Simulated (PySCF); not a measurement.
## `InChI=1S/C8H13F/c9-8-6-4-2-1-3-5-7-8/h6H,1-5,7H2/b8-6-`

Molfile (atoms numbered from 1):
```
C8H13F
     RDKit          3D

 22 22  0  0  0  0  0  0  0  0999 V2000
   -0.5646    1.0263    1.8678 F   0  0  0  0  0  0  0  0  0  0  0  0
   -0.6491    1.2367    0.5364 C   0  0  0  0  0  0  0  0  0  0  0  0
    0.4685    1.3935   -0.1747 C   0  0  0  0  0  0  0  0  0  0  0  0
    1.7800    0.8938    0.3262 C   0  0  0  0  0  0  0  0  0  0  0  0
    1.8430   -0.6045   -0.0457 C   0  0  0  0  0  0  0  0  0  0  0  0
    0.6093   -1.4372    0.3504 C   0  0  0  0  0  0  0  0  0  0  0  0
   -0.6427   -1.3812   -0.5682 C   0  0  0  0  0  0  0  0  0  0  0  0
   -1.9236   -0.7452   -0.0022 C   0  0  0  0  0  0  0  0  0  0  0  0
   -1.9499    0.8018   -0.0212 C   0  0  0  0  0  0  0  0  0  0  0  0
    0.3430    1.5370   -1.2515 H   0  0  0  0  0  0  0  0  0  0  0  0
    1.8412    1.0073    1.4190 H   0  0  0  0  0  0  0  0  0  0  0  0
    2.6394    1.4269   -0.1094 H   0  0  0  0  0  0  0  0  0  0  0  0
    2.7374   -1.0455    0.4263 H   0  0  0  0  0  0  0  0  0  0  0  0
    2.0020   -0.6999   -1.1349 H   0  0  0  0  0  0  0  0  0  0  0  0
    0.3236   -1.1819    1.3842 H   0  0  0  0  0  0  0  0  0  0  0  0
    0.9398   -2.4870    0.3968 H   0  0  0  0  0  0  0  0  0  0  0  0
   -0.3831   -0.8837   -1.5193 H   0  0  0  0  0  0  0  0  0  0  0  0
   -0.9028   -2.4144   -0.8497 H   0  0  0  0  0  0  0  0  0  0  0  0
   -2.7950   -1.1152   -0.5670 H   0  0  0  0  0  0  0  0  0  0  0  0
   -2.0665   -1.0871    1.0366 H   0  0  0  0  0  0  0  0  0  0  0  0
   -2.8114    1.1825    0.5497 H   0  0  0  0  0  0  0  0  0  0  0  0
   -2.0368    1.1618   -1.0573 H   0  0  0  0  0  0  0  0  0  0  0  0
  1  2  1  0
  2  3  2  0
  3  4  1  0
  4  5  1  0
  5  6  1  0
  6  7  1  0
  7  8  1  0
  8  9  1  0
  9  2  1  0
  3 10  1  0
  4 11  1  0
  4 12  1  0
  5 13  1  0
  5 14  1  0
  6 15  1  0
  6 16  1  0
  7 17  1  0
  7 18  1  0
  8 19  1  0
  8 20  1  0
  9 21  1  0
  9 22  1  0
M  END
```

Computed, not measured: TDDFT CAM-B3LYP/aug-cc-pVDZ circular dichroism and optical rotation, one conformer, gas phase (PySCF 2.14.0). Geometry: PBE0-D3(BJ)/def2-SVP.

No stereocentre is labelled: unless the shape is locked (an allene, a helicene, a hindered biaryl), the mirror image is equally populated and a measured rotation or CD is zero.

**Question.** Draw the ECD and absorption spectra from the lowest 12 states, each a Gaussian of half-width 0.25 eV at 1/e height.

**Answer.** 
```tsv
E (eV)	λ (nm)	Δε (L mol⁻¹ cm⁻¹)	ε (L mol⁻¹ cm⁻¹)
5.37	231	+0.03	25
5.47	227	+0.13	106
5.57	223	+0.41	324
5.67	219	+0.89	728
5.77	215	+1.23	1220
5.87	211	+0.40	1680
5.97	208	-3.62	2410
6.07	204	-12.91	4270
6.17	201	-26.09	7780
6.27	198	-34.66	11800
6.37	195	-28.52	13800
6.47	192	-9.10	12700
6.57	189	+9.33	9440
6.67	186	+15.41	5980
6.77	183	+11.02	3420
6.87	181	+4.20	1930
6.97	178	-0.62	1350
7.07	175	-3.65	1530
7.17	173	-6.25	2220
7.27	171	-8.56	2950
7.37	168	-9.48	3180
7.47	166	-8.60	2740
7.57	164	-8.11	2060
7.67	162	-11.48	1890
7.77	160	-19.42	2510
```
Δε uses R in velocity form, ε uses f in length form. Only the states computed contribute, so the short-wavelength end is incomplete.
